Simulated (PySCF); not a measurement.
Species: `FC[C@@H](C=C(F)F)F`. The columns A, B, C and D hold Mulliken, IAO, Hirshfeld and ESP-fitted charges (e) of one PBE0/pcSseg-1 density (PySCF), in a shuffled order. Coordinates in Å (GFN2-xTB); the density's dipole moment is (0.33, -0.54, 0.56) D.

| atom | x | y | z | A | B | C | D |
| --- | --- | --- | --- | --- | --- | --- | --- |
| F1 | 1.641 | 0.749 | 1.328 | -0.333 | -0.117 | -0.219 | -0.321 |
| C2 | 1.465 | 0.300 | 0.050 | +0.175 | +0.012 | -0.025 | +0.031 |
| C3 | 0.399 | -0.805 | 0.043 | +0.160 | +0.058 | +0.319 | +0.168 |
| F4 | 0.383 | -1.349 | -1.224 | -0.325 | -0.115 | -0.265 | -0.323 |
| C5 | -0.967 | -0.300 | 0.415 | -0.344 | -0.111 | -0.559 | -0.298 |
| C6 | -1.657 | 0.545 | -0.330 | +0.622 | +0.184 | +0.535 | +0.575 |
| F7 | -2.865 | 0.987 | -0.024 | -0.236 | -0.062 | -0.173 | -0.236 |
| F8 | -1.262 | 1.082 | -1.471 | -0.230 | -0.051 | -0.140 | -0.235 |
| H9 | 1.160 | 1.151 | -0.567 | +0.119 | +0.039 | +0.112 | +0.147 |
| H10 | 2.422 | -0.099 | -0.300 | +0.120 | +0.049 | +0.097 | +0.148 |
| H11 | 0.697 | -1.610 | 0.725 | +0.122 | +0.052 | +0.095 | +0.155 |
| H12 | -1.414 | -0.651 | 1.329 | +0.149 | +0.060 | +0.223 | +0.188 |

Problem. Which column most likely holds the ESP-fitted charges?

Solution. C. Σ q r misses the density's dipole by 0.03 D (C), 0.71 D (B), 0.76 D (A), 0.93 D (D). Charges fitted to the outside potential are the only set here that is tied to the molecule's multipoles.

Problem. And the Hirshfeld charges?

Solution. B. The mean sizes are 0.076 e (B), 0.230 e (C), 0.235 e (D), 0.245 e (A), and Hirshfeld charges are commonly the smallest of these schemes.

As computed, A = Mulliken, B = Hirshfeld, C = ESP-fitted, D = IAO. Hydrogens on carbon: Mulliken +0.12 to +0.15, Hirshfeld +0.04 to +0.06, ESP-fitted +0.09 to +0.22, IAO +0.15 to +0.19 e.

The IAO scheme counts the electrons in orthogonalised intrinsic atomic orbitals, a minimal basis polarised so that it spans the occupied orbitals exactly. The ESP scheme fits charges at the nuclei, held to the total charge, to the electrostatic potential on points at 1.4 to 2.0 times the van der Waals radii.

Isolated species at its GFN2-xTB geometry (one conformer only).

The values belong to the conformer `[F:1][CH2:2][C@H:3]([F:4])[CH:5]=[C:6]([F:7])[F:8]`: F1–C2–C3–F4 -172°, C2–C3–C5–C6 66°.
